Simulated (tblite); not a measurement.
Compound: C₇H₁₁PS.
Atom-mapped SMILES: `[CH3:1][C:2]#[C:3][P@@H:4](=[S:5])[CH:6]1[CH2:7][CH2:8][CH2:9]1` (hydrogens: H10, H11, H12 on C1; H13 on P4; H14 on C6; H15, H16 on C7; H17, H18 on C8; H19, H20 on C9)

Computed with GFN2-xTB (tblite), gas phase: L-BFGS steps from a force-field or distance-geometry start until the largest atomic force falls under 0.01 eV/Å.

Geometry at step 82:
```
atom  x, y, z in Å
C1      4.2109   -0.0274    0.2151
C2      2.8474   -0.0342   -0.2534
C3      1.6887   -0.0321   -0.5962
P4      0.0799   -0.3001   -1.2608
S5     -0.0728   -1.6873   -2.5968
C6     -0.9772   -0.5046    0.2347
C7     -2.4681   -0.7019   -0.0991
C8     -2.7744    0.6891    0.4788
C9     -1.3150    0.8054    0.9667
H10     4.2429   -0.4013    1.2385
H11     4.8121   -0.6787   -0.4197
H12     4.6294    0.9787    0.1927
H13    -0.2300    0.9899   -1.7083
H14    -0.5057   -1.2918    0.8376
H15    -2.9461   -1.5130    0.4511
H16    -2.6863   -0.8385   -1.1586
H17    -3.5313    0.6904    1.2702
H18    -3.0365    1.4361   -0.2812
H19    -1.1952    0.7402    2.0504
H20    -0.7780    1.6918    0.6094
```

**Question.** Give the atomic forces at this geometry.

**Answer.** 
| atom | Fx (eV/Å) | Fy (eV/Å) | Fz (eV/Å) |
| --- | --- | --- | --- |
| C1 | -0.028 | -0.012 | 0.007 |
| C2 | -0.069 | -0.048 | -0.024 |
| C3 | 0.070 | -0.004 | -0.002 |
| P4 | -0.014 | -0.005 | 0.026 |
| S5 | 0.053 | 0.007 | 0.020 |
| C6 | -0.064 | 0.048 | 0.017 |
| C7 | 0.004 | -0.017 | 0.023 |
| C8 | 0.065 | 0.090 | 0.017 |
| C9 | -0.060 | 0.110 | 0.008 |
| H10 | 0.020 | 0.002 | 0.004 |
| H11 | 0.001 | 0.020 | 0.007 |
| H12 | -0.056 | -0.002 | -0.030 |
| H13 | -0.072 | -0.008 | 0.036 |
| H14 | -0.093 | 0.046 | -0.035 |
| H15 | 0.109 | 0.023 | -0.014 |
| H16 | 0.029 | 0.036 | -0.028 |
| H17 | 0.172 | 0.083 | -0.192 |
| H18 | 0.030 | -0.210 | 0.225 |
| H19 | -0.044 | 0.003 | -0.136 |
| H20 | -0.053 | -0.162 | 0.069 |

The largest, 0.31 eV/Å, acts on H18; the rms over all components is 0.073 eV/Å. The forces sum to zero within rounding, as they must for an isolated molecule in no field.

**Question.** Give the force on H18 in Eh/bohr and in nN.

**Answer.** 0.309 eV/Å ÷ 51.422 = 0.00601 Eh/bohr, and 0.309 eV/Å × 1.602 = 0.50 nN.

**Question.** How far is this geometry from the end of the optimisation?

**Answer.** 0.036 eV above it, and 0.300 Å rms away after alignment. The bonds farthest from their final lengths, with half the difference of the two atoms' forces along the bond (positive lengthens):

```json
{"bond": "C8–H18", "now (Å)": "1.097", "final (Å)": "1.089", "force along bond (eV/Å)": "-0.17"}
{"bond": "C8–H17", "now (Å)": "1.095", "final (Å)": "1.088", "force along bond (eV/Å)": "-0.11"}
{"bond": "P4–C6", "now (Å)": "1.843", "final (Å)": "1.836", "force along bond (eV/Å)": "+0.01"}
{"bond": "C8–C9", "now (Å)": "1.543", "final (Å)": "1.536", "force along bond (eV/Å)": "-0.06"}
{"bond": "C9–H20", "now (Å)": "1.096", "final (Å)": "1.091", "force along bond (eV/Å)": "-0.12"}
{"bond": "C9–H19", "now (Å)": "1.092", "final (Å)": "1.088", "force along bond (eV/Å)": "-0.07"}
```

The angle farthest from its final value is C6–P4–H13, 103.6° against 100.9°.
